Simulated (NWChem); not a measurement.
System: C₃H₇FSi; SMILES C=C[SiH2]CF

NWChem input:

```
start job
memory heap 200 mb stack 900 mb global 1100 mb
geometry units angstroms noautosym nocenter noautoz
  C      0.234759    -2.670817    -0.415848
  C      0.327272    -1.644674     0.438988
  Si    -0.586230    -0.026819     0.217752
  C      0.653661     1.384380    -0.101922
  F     -0.019148     2.584984    -0.212680
  H     -0.401362    -2.625783    -1.307454
  H      0.785588    -3.606336    -0.265044
  H      0.980505    -1.765424     1.314349
  H     -1.367093     0.322780     1.443769
  H     -1.514383    -0.138228    -0.948012
  H      1.389539     1.457351     0.719682
  H      1.223499     1.201057    -1.030732
end
basis spherical
  C library pcsseg-1
  Si library pcsseg-1
  F library pcsseg-1
  H library pcsseg-1
end
dft
  xc pbe0
  iterations 150
end
property
  shielding
end
task dft property
```

Coordinates come from a PBE0/def2-SVP optimisation. No frequency run checked for a minimum.

GIAO values for the isolated, static molecule; σ is the absolute isotropic shielding, δ = σ(reference) − σ with the isolated reference molecule computed at the same levels (13C: tetramethylsilane, 1H: tetramethylsilane, 29Si: tetramethylsilane).

Atoms are numbered as in the input.

Problem. Predict the main results of this run. (PBE0/pcSseg-1, GIAO.) Quantities: δ C1 (ppm); δ C2 (ppm); δ Si3 (ppm); δ C4 (ppm); δ H7 (ppm); δ H8 (ppm); δ H12 (ppm).

Solution. 
```json
{
  "δ C1 (ppm)": "148.8",
  "δ C2 (ppm)": "137.2",
  "δ Si3 (ppm)": "-39.0",
  "δ C4 (ppm)": "74.7",
  "δ H7 (ppm)": "6.40",
  "δ H8 (ppm)": "6.19",
  "δ H12 (ppm)": "4.53"
}
```
